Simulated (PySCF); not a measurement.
# Computed records: CH₆BOSi, CH₄ClOSi, CH₅B₂O, CH₅AlBN and others

Calculation on a computer-drawn molecule: optimised geometry and harmonic frequencies of an isolated molecule of the commonest isotopes, restricted reference for singlets and unrestricted otherwise, frozen core in MP2. Program: PySCF 2.14.0.

Common to all runs: method HF.

(1) CH₆BOSi

Start structure:
```xyz
10
CH6BOSi
C     -1.1869     1.3115     1.1073
O     -0.0643     2.1223     1.3477
B      1.1100     2.0061     0.5847
Si     1.3342     0.9332    -0.9101
H     -1.9490     1.5967     1.8973
H     -1.0315     0.2148     1.1550
H     -1.6509     1.5861     0.1384
H      1.8929     2.7064     1.0425
H      0.2935    -0.0139    -1.5061
H      2.4755     0.8565    -1.7676
```

| Quantity | Value |
| --- | --- |
| charge | 0 |
| multiplicity | 2 |
| basis | cc-pV(D+d)Z |
| rotational constants | 13.38, 3.162, 2.611 GHz |
| total energy | -429.8334 hartree |
| spin squared | 0.765 |
| convergence status largest gradient component | 1.396e-05 hartree/bohr |

Drawn bonds:
```tsv
atom	other atom	order
1	2	1
2	3	1
3	4	1
1	5	1
1	6	1
1	7	1
3	8	1
4	9	1
4	10	1
```

Optimised structure:
```xyz
10
CH6BOSi
C     -1.2417     1.3416     1.1321
O     -0.0839     2.1126     1.3415
B      1.0479     1.9983     0.6284
Si     1.4054     0.6470    -0.8461
H     -1.9485     1.5858     1.9217
H     -1.0178     0.2741     1.1765
H     -1.6945     1.5734     0.1670
H      1.9467     2.7336     0.9417
H      0.2825     0.0667    -1.6225
H      2.5274     0.9867    -1.7512
```

Modes:
```tsv
frequency (cm⁻¹)	reduced mass (dalton)
75.38	1.033
174.5	1.822
189.8	1.489
308.8	2.514
409.5	2.455
426.6	1.255
543.5	1.992
726.7	2.175
826.4	1.423
1002	1.71
1018	1.274
1224	1.62
1270	1.282
1288	1.475
1425	5.39
1595	1.069
1607	1.057
1608	1.167
2298	1.036
2313	1.047
2686	1.093
3187	1.034
3265	1.107
3298	1.105
```

(2) CH₄ClOSi

Start structure:
```xyz
8
CH4ClOSi
C     -2.0874    -0.7096     1.0603
O     -1.6899    -0.3184    -0.2064
Si    -1.9029     0.2606    -1.6532
Cl    -0.4218    -0.1162    -2.8405
H     -2.1085    -1.7789     1.2440
H     -3.0098    -0.2818     1.2996
H     -1.3646    -0.3532     1.7719
H     -3.0765     0.9440    -1.9837
```

| Quantity | Value |
| --- | --- |
| charge | 1 |
| multiplicity | 1 |
| basis | cc-pV(D+d)Z |
| rotational constants | 21.83, 2.011, 1.863 GHz |
| total energy | -863.3005 hartree |
| convergence status largest gradient component | 1.174e-05 hartree/bohr |

Drawn bonds:
```tsv
atom	other atom	order
1	2	1
2	3	1
3	4	1
1	5	1
1	6	1
1	7	1
3	8	1
```

Optimised structure:
```xyz
8
CH4ClOSi
C     -2.1006    -0.7057     1.1283
O     -1.6191    -0.4486    -0.2228
Si    -1.8406     0.1866    -1.6037
Cl    -0.4652    -0.0142    -2.9763
H     -2.1506    -1.7826     1.2363
H     -3.0752    -0.2453     1.2534
H     -1.3673    -0.2783     1.8017
H     -3.0428     0.9347    -1.9249
```

Modes:
```tsv
frequency (cm⁻¹)	reduced mass (dalton)
70.04	1.136
92.14	4.052
137.9	3.927
269.3	9.74
619.2	1.317
647	10.83
790.3	3.724
902.9	1.311
1251	1.369
1260	1.227
1300	5.106
1580	1.048
1588	1.098
1595	1.127
2485	1.046
3250	1.027
3375	1.113
3389	1.114
```

(3) CH₅B₂O

Start structure:
```xyz
9
CH5B2O
C     -2.4351    -0.3157     0.1509
B     -1.0178    -0.1483     0.0779
B      0.5106     0.5156     0.4864
O      1.6618     0.4561     0.2886
H     -2.7824    -1.1260    -0.4800
H     -3.0101     0.5867    -0.1860
H     -2.7872    -0.5994     1.0966
H      0.0920     1.3205     1.2685
H      2.1648    -0.1988    -0.3716
```

| Item | Value |
| --- | --- |
| charge | 1 |
| multiplicity | 1 |
| basis | cc-pVDZ |
| rotational constants | 38.54, 3.108, 2.93 GHz |
| total energy | -164.7660 hartree |
| convergence status largest gradient component | 2.49e-05 hartree/bohr |

Drawn bonds:
```tsv
atom	other atom	order
1	2	1
2	3	1
3	4	1
1	5	1
1	6	1
1	7	1
3	8	1
4	9	1
```

Optimised structure:
```xyz
9
CH5B2O
C     -2.4623    -0.3795     0.0876
B     -1.0637     0.0835     0.3170
B      0.5321     0.7305     0.6884
O      1.6521     0.3108     0.1420
H     -2.4791    -1.2196    -0.6178
H     -3.0621     0.4448    -0.3217
H     -2.9061    -0.7010     1.0395
H      0.5181     1.6047     1.4978
H      1.6675    -0.3836    -0.5016
```

Modes:
```tsv
frequency (cm⁻¹)	reduced mass (dalton)
21.53	1.144
156.4	2.987
231.4	2.288
418.2	2.924
582.1	2.749
604.9	1.461
770.9	1.374
825	1.872
932.1	1.491
1039	1.166
1185	1.3
1229	2.107
1449	1.946
1462	1.073
1464	1.045
1505	5.912
2786	1.096
3130	1.036
3218	1.097
3228	1.098
4147	1.069
```

(4) CH₅AlBN

Start structure:
```xyz
9
CH5AlBN
C      0.7440     0.8772    -0.0159
B     -0.3352     0.6968    -1.2156
N     -1.5353     1.3775    -0.9887
Al     0.3085    -0.3649    -2.8378
H      0.3863     1.4433     0.8798
H      1.0177    -0.1390     0.3640
H      1.6209     1.3399    -0.2657
H     -2.2415     1.3929    -1.6103
H     -1.7421     1.9659    -0.1530
```

| Quantity | Value |
| --- | --- |
| charge | 0 |
| multiplicity | 1 |
| basis | cc-pV(D+d)Z |
| rotational constants | 8.543, 3.504, 2.523 GHz |
| total energy | -361.8363 hartree |
| convergence status largest gradient component | 2.303e-05 hartree/bohr |

Drawn bonds:
```tsv
atom	other atom	order
1	2	1
2	3	1
2	4	1
1	5	1
1	6	1
1	7	1
3	8	1
3	9	1
```

Optimised structure:
```xyz
9
CH5AlBN
C      0.7571     0.8765     0.0688
B     -0.2835     0.7498    -1.1401
N     -1.5248     1.3876    -0.9936
Al     0.1879    -0.4002    -3.0234
H      0.3862     1.4652     0.9174
H      1.0347    -0.1139     0.4504
H      1.6932     1.3381    -0.2691
H     -2.2512     1.3780    -1.6789
H     -1.7763     1.9085    -0.1746
```

Modes:
```tsv
frequency (cm⁻¹)	reduced mass (dalton)
97.47	1.039
134.1	4.176
289.7	3.082
290.2	4.286
472.5	2.953
583.2	1.255
621.6	1.026
865.5	2.178
927.8	1.287
932.6	1.442
1183	2.075
1336	3.904
1439	1.356
1558	1.051
1562	1.068
1761	1.183
3131	1.039
3196	1.098
3196	1.099
3772	1.053
3881	1.095
```

(5) CH₅AlBO

Start structure:
```xyz
9
CH5AlBO
C     -0.5672    -0.0112    -1.1965
B      0.3350     0.0448     0.1062
O      1.7322    -0.3273     0.1902
Al     1.1818     0.3858     1.8441
H      0.0022    -0.4547    -2.0948
H     -0.9060     0.9124    -1.4857
H     -1.3953    -0.6447    -0.9914
H      2.2295    -0.7374    -0.4942
H      1.9699     0.5968     3.2225
```

| Property | Result |
| --- | --- |
| charge | 1 |
| multiplicity | 1 |
| basis | cc-pV(D+d)Z |
| rotational constants | 8.72, 3.568, 2.572 GHz |
| total energy | -382.0467 hartree |
| convergence status largest gradient component | 3.235e-05 hartree/bohr |

Drawn bonds:
```tsv
atom	other atom	order
1	2	1
2	3	1
2	4	1
1	5	1
1	6	1
1	7	1
3	8	1
4	9	1
```

Optimised structure:
```xyz
9
CH5AlBO
C     -0.4017    -0.0048    -1.0009
B      0.8693    -0.1544    -0.1097
O      2.0646    -0.6622    -0.3890
Al     0.9564     0.5122     2.0148
H     -0.2478    -0.3882    -2.0129
H     -0.7001     1.0461    -1.0748
H     -1.2479    -0.5401    -0.5575
H      2.1936    -0.9967    -1.2720
H      1.0957     0.9526     3.5024
```

Modes:
```tsv
frequency (cm⁻¹)	reduced mass (dalton)
103.5	1.054
155.1	2.849
304.4	4.352
314.4	1.498
424.6	1.446
469.1	1.589
477.2	2.653
671.8	1.112
879.9	2.111
934	1.637
978.9	1.54
1196	1.571
1428	1.727
1487	2.148
1543	1.048
1557	1.273
2104	1.047
3164	1.039
3234	1.098
3257	1.102
4051	1.066
```

(6) C₂H₇AlB

Start structure:
```xyz
11
C2H7AlB
C     -0.5679    -2.4174     1.5354
B     -0.8690    -0.9167     1.7236
Al    -1.1515     1.0107     2.0667
C     -2.4282     2.0957     3.0921
H      0.1682    -2.7795     2.2878
H     -0.1296    -2.5998     0.5223
H     -1.3738    -3.1123     1.5867
H      0.0018     2.0010     1.4865
H     -2.5079     1.8592     4.1235
H     -2.1155     3.1222     3.0782
H     -3.4646     2.0252     2.7187
```

| Item | Value |
| --- | --- |
| charge | 0 |
| multiplicity | 2 |
| basis | cc-pV(D+d)Z |
| rotational constants | 15.77, 2.182, 1.964 GHz |
| total energy | -346.3589 hartree |
| spin squared | 0.7584 |
| convergence status largest gradient component | 2.482e-05 hartree/bohr |

Drawn bonds:
```tsv
atom	other atom	order
1	2	1
2	3	1
3	4	1
1	5	1
1	6	1
1	7	1
3	8	1
4	9	1
4	10	1
4	11	1
```

Optimised structure:
```xyz
11
C2H7AlB
C     -0.5308    -2.3546     1.6206
B     -0.7086    -0.8159     1.7435
Al    -0.9932     1.2088     1.9442
C     -2.4410     1.9560     3.0555
H      0.4213    -2.7199     2.0160
H     -0.6685    -2.7328     0.6035
H     -1.3265    -2.7969     2.2384
H      0.0045     2.1673     1.1646
H     -3.0567     1.1911     3.5385
H     -2.0319     2.5993     3.8438
H     -3.1065     2.5858     2.4529
```

Modes:
```tsv
frequency (cm⁻¹)	reduced mass (dalton)
74.02	1.048
85.48	1.121
105.4	2.855
148.6	3.194
301.8	2.729
406.6	1.146
455.9	4.54
579.4	1.199
662.1	3.377
683.6	1.278
806.4	1.305
811.1	1.536
898.1	1.3
1172	3.602
1330	1.23
1430	1.418
1514	1.043
1544	1.053
1547	1.055
1552	1.063
1954	1.041
3135	1.043
3143	1.036
3207	1.088
3210	1.098
3230	1.1
3235	1.103
```
